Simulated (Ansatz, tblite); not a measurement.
Cost and result up the ladder for (FInO)3 ring (In3O3F3) (9 atoms). Total charge 0; singlet. Geometry: r2SCAN-D4/def2-SVP.

```xyz
9

In    1.6290   -0.6546   -0.9615
F     3.2175   -1.2831   -1.8915
O     1.2525   -1.2640    0.9047
In   -0.3664   -0.6031    1.8732
F    -0.7155   -1.1796    3.6977
O    -1.6224    0.6554    0.9597
In   -1.2643    1.2562   -0.9129
F    -2.4975    2.4688   -1.8030
O     0.3671    0.6040   -1.8664
```

Ansatz on 2 threads of AMD EPYC 7R13 on a shared host and a share (18 GiB) of an NVIDIA H100 80GB HBM3; xTB runs through tblite on one thread. Times are rough, summed over both states, and most runs start from the orbitals of an earlier one. PBE0-D4/def2-TZVP serves as the yardstick here, not as an exact answer. The other state is a doublet.

In the def2 sets In takes a core potential; there is no spin–orbit coupling. The xTB rows come from tblite. HSE06 is defined as in plane-wave codes, on full-range PBE exchange.

Run but left out: PBE-D4/def2-TZVP (charge +1 doublet: an occupied level 0.02 eV above an empty one).

Raw xTB energies of ions are shifted by several eV.

| level | functions | vertical IE (eV) | difference from PBE0-D4/def2-TZVP (eV) |
| --- | --- | --- | --- |
| GFN2-xTB | 51 | 16.58 | 5.91 |
| PBE0-D4/def2-TZVP (with forces) | 336 | 10.66 | 0.00 |
| HSE06-D4/def2-TZVP | 336 | 10.64 | -0.02 |
| GFN1-xTB | 51 | 14.94 | 4.27 |

Estimate how long each takes.

GFN1-xTB 0.02 s; GFN2-xTB 0.029 s; HSE06-D4/def2-TZVP 7.3 s; PBE0-D4/def2-TZVP (with forces) 15 s. On shared hardware such times vary by a factor of up to 3.
